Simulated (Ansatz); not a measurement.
Coupled-cluster diagnostics for the cluster Be8⁺, Ansatz.

Geometry of the doublet (r2SCAN/def2-SVP):

Cartesian coordinates in Å:
```
Be -0.282 -0.626 -1.316
Be -1.360 1.331 -0.682
Be 0.726 1.245 -0.358
Be 0.252 -2.001 0.134
Be -0.606 1.511 1.201
Be 0.890 -0.267 1.158
Be -1.346 -0.360 0.510
Be 1.726 -0.833 -0.647
```

Correlated methods freeze no core orbitals. The structure comes from a short search, and lower isomers may exist.

Geometry of the charge 1 quartet (r2SCAN/def2-SVP):

```xyz
8

Be   -0.6860   -1.4079   -0.0516
Be    1.4912   -1.2865    0.6325
Be    0.1114    0.0912    1.3190
Be   -1.3104    0.0468   -1.4701
Be    1.7719    0.9666    0.4532
Be   -0.3229    1.5067   -0.2842
Be    0.8551   -0.1858   -0.9974
Be   -1.9103    0.2689    0.3985
```

(1) Estimate the CCSD(T) correlation energy, the shares of MP2 and (T), T1 and the reference's ⟨S²⟩ for: charge 1, doublet, own geometry in def2-TZVPP; charge 1, quartet, own geometry in def2-TZVPP; and the rough time on 4 threads of Arm Neoverse V1 on a shared host.

Answers

(1) 
```
                          state       basis  correlation (eV)  MP2 share (%)  (T) share (%)     T1  ⟨S²⟩ (pure)  wall time                      remarks
charge 1, doublet, own geometry  def2-TZVPP           -17.618           83.6            5.8  0.068  2.06 (0.75)    2.9 min  large T1, spin-contaminated
charge 1, quartet, own geometry  def2-TZVPP           -17.547           85.1            5.8  0.052  4.34 (3.75)    2.4 min  large T1, spin-contaminated
```
Customary marks for T1 are 0.02 (closed shells), 0.045 (open shells) and about 0.05 (3d metals). T1 exceeds 0.02 in 2 of 2 rows and 0.045 in 2; the higher it lies, the less the single-reference result can be trusted.
